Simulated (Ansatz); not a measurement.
`C/C(O)=[CH]/[GaH2]` and `C/C(O)=C\[SeH]` differ in one atom or group (the configuration at the double bond changes too).

Ansatz, PBE0-D4/def2-TZVP geometries, multiplicity 1. Each molecule was computed in one conformer, which needn't be the lowest.

Scalar relativity is left out up to krypton.

| property | `C/C(O)=[CH]/[GaH2]` |
| --- | --- |
| size of the dipole moment (ωB97M-V/def2-TZVPP) / D | 0.78 |
| HOMO–LUMO gap (B3LYP/def2-TZVPP) / eV | 4.80 |
| LUMO energy (ωB97M-V/def2-TZVPP) / eV | 0.10 |
| HOMO–LUMO gap (PBE0/def2-TZVPP) / eV | 5.26 |
| HOMO–LUMO gap (PBE/def2-TZVPP) / eV | 3.38 |
| LUMO energy (PBE/def2-TZVPP) / eV | -2.39 |

Task: Give the same properties after the change, and the shifts. (Best estimate.)

Result: Ansatz gave: 
```csv
property,`C/C(O)=C\[SeH]`,shift
size of the dipole moment (ωB97M-V/def2-TZVPP) / D,2.70,1.92
HOMO–LUMO gap (B3LYP/def2-TZVPP) / eV,5.96,1.16
LUMO energy (ωB97M-V/def2-TZVPP) / eV,1.98,1.88
HOMO–LUMO gap (PBE0/def2-TZVPP) / eV,6.43,1.17
HOMO–LUMO gap (PBE/def2-TZVPP) / eV,4.36,0.98
LUMO energy (PBE/def2-TZVPP) / eV,-0.81,1.58
```

With PBE0 the HOMO rises by 0.56 eV and the LUMO rises by 1.73 eV, so the gap widens by about 1.17 eV. PBE moves the HOMO by 0.60 eV and ωB97M-V by 0.56 eV. Dipoles are sizes alone; their direction can turn.

B3LYP here is the variant with VWN-RPA as its local correlation; programs differ in this.

Spin–orbit coupling is left out; it splits and shifts lone-pair levels of the heavy atoms by tenths of an eV.
